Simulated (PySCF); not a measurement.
# Co (cobalt, neutral) across methods

[Ar] 3d7 4s2, high-spin 4F determinant. Computed with PySCF 2.14 in aug-cc-pVQZ, with the non-relativistic Hamiltonian (point nucleus).

```csv
method,E (hartree),mean ε 3d β (eV),mean ε 4s α (eV),mean ε 4s β (eV),Σ⟨r²⟩ (bohr²),⟨S²⟩
M06-2X,-1382.717,-11.921,-6.396,-6.359,38.61,3.757
UHF,-1381.42717,-15.864,-7.643,-6.947,39.45,3.760
r2SCANh,-1382.713,-8.632,-6.059,-5.476,37.53,3.759
r2SCAN,-1382.724,-7.775,-5.805,-5.220,37.49,3.760
PBE,-1382.497,-7.412,-5.603,-5.049,37.64,3.756
PBE0,-1382.520,-9.643,-6.280,-5.721,37.70,3.756
LDA,-1380.168,-7.369,-5.806,-5.263,37.24,3.756
BHandHLYP,-1382.732,-11.917,-6.839,-6.389,37.92,3.755
```
